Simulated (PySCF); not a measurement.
**Two-component Hartree-Fock for Al³⁺ (aluminium, charge +3)**

Start: [Ne]. Calculated with PySCF 2.14 in x2c-QZVPPall-2c (9s7p4d2f1g, 73 functions): generalised Hartree-Fock with the X2C-1e Hamiltonian and a Gaussian nucleus; one run each with spin-orbit coupling (SO) switched off, then screened by Boettger's factors.

| spinor shell | electrons | ε, spin-free (eV) | ε, screened SO (eV) | weight of nominal j (screened SO) | rms radius, screened SO (bohr) |
| --- | --- | --- | --- | --- | --- |
| 1s1/2 | 2 | -1630.3 | -1630.3 | 1.000 | 0.139 |
| 2s1/2 | 2 | -167.91 | -167.91 | 1.000 | 0.675 |
| 2p1/2 | 2 | -121.69 | -122.01 | 1.000 | 0.667 |
| 2p3/2 | 4 | -121.69 | -121.53 | 1.000 | 0.669 |

```csv
quantity,spin-free,screened SO
E (hartree),-240.43438,-240.43447
M_J,0,0
⟨J²⟩,0.000,0.000
⟨L²⟩,0.000,0.000
⟨S²⟩,0.000,0.000
```

Without spin-orbit coupling the j labels of p, d and f shells carry no meaning; the spin-free column gives the mean over the occupied spinors of each nl shell.
